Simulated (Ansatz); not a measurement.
CH6BFSSi can be A, `C[SiH2]B(F)S`, or B, `C[SiH](F)BS`.

Gas-phase electronic energies from Ansatz, PBE0-D4/def2-TZVP geometries. CBS: MP2 limit from def2 TZ/QZ plus the TZ coupled-cluster correction, frozen cores. DFT in def2-TZVPP. B3LYP here is the variant with VWN-RPA as its local correlation; programs differ in this. Each species was taken in one conformer, which may not be the lowest.

Which is lower in electronic energy at CCSD(T)/CBS, and by how much? (An estimate is asked.)

The calculation gave: B, by 4.0 kcal/mol.

Give E(B) − E(A) in kcal/mol with LDA (SPW92), r2SCAN-D4, B3LYP, CCSD(T)/def2-SVP, CCSD/def2-TZVPP, PBE0-D4, MP2/def2-TZVPP. (Estimate.)

Computed: LDA (SPW92) 0.1, r2SCAN-D4 -2.5, B3LYP -2.9, CCSD(T)/def2-SVP 2.8, CCSD/def2-TZVPP -3.4, PBE0-D4 -1.9, MP2/def2-TZVPP -3.6. The order is the other way round with LDA (SPW92), CCSD(T)/def2-SVP.

Does the order hold for the free energy at 298.15 K (harmonic terms from PBE0-D4)? (Best estimate.)

Ansatz gave: Yes: G(B) − G(A) = -3.9 kcal/mol, for one conformer each. Modes under 60 cm⁻¹, often nearly free rotors, make the harmonic entropy too high.

Largest T1 diagnostic: 0.014.

At CCSD(T), def2-SVP lies +6.7 kcal/mol from the extrapolated value and def2-TZVPP +1.0 kcal/mol. Leaving LDA and LC-ωPBE aside and taking each functional with its dispersion term where it has one, the values, not all of them listed here, spread over 2.6 kcal/mol, from BHLYP-D4 to PBE-D4. LDA lies +1.2 kcal/mol from PBE without D4.
